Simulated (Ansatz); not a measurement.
Calculated with Ansatz (gas phase, PBE0-D4/def2-TZVP geometries, no zero-point term in ΔE). CCSD(T)/CBS adds triple-zeta CCSD(T) − MP2 to the extrapolated MP2 energy (def2 sets, frozen cores). This one scheme is used for every species, atoms too. For atomizations the MP2-based limit and the directly extrapolated one differ by several kJ/mol either way, and by 10 to 25 for some Ge, Se and Sn compounds, so smaller differences from it don't rank the levels. DFT in def2-TZVPP. No spin–orbit coupling; open shells (•) take unrestricted orbitals. Spin–orbit coupling would lower the free atoms: a little for C, Si.

Consider the atomization: `C=C1[SiH2]C1C` → 4 C• + 8 H• + Si•.

| species | PBE-D4 energy (Eh) |
| --- | --- |
| `C=C1[SiH2]C1C` | -446.36131 |
| C• | -37.79597 |
| H• | -0.49962 |
| Si• | -289.22289 |

Q: Work out ΔE.

A: ΔE = 8 × (-0.49962) + 4 × (-37.79597) + (-289.22289) − (-446.36131) = 1.95758 Eh = +5139.6 kJ/mol. CCSD(T)/CBS gives +5025.0 kJ/mol.

Largest T1 diagnostic among the species: 0.012.

From BLYP to BHLYP (50 % exact exchange), in def2-TZVPP and without D4, ΔE moves by −74.9 kJ/mol: exact exchange takes away binding that semilocal exchange gives to molecules. In def2-TZVPP, CCSD(T) changes the Hartree–Fock value by +1165.2 kJ/mol (the triples alone add +72.7 kJ/mol) and MP2 by +1226.1 kJ/mol; breaking electron pairs costs correlation energy, which Hartree–Fock lacks. The D4 term adds +43.9 kJ/mol with B3LYP and +23.1 kJ/mol with PBE0; it sums over pairs of atoms, weighted by their polarisabilities, and B3LYP, whose exchange is more repulsive, gets the larger term.

B3LYP here is the variant with VWN-RPA as its local correlation; programs differ in this.
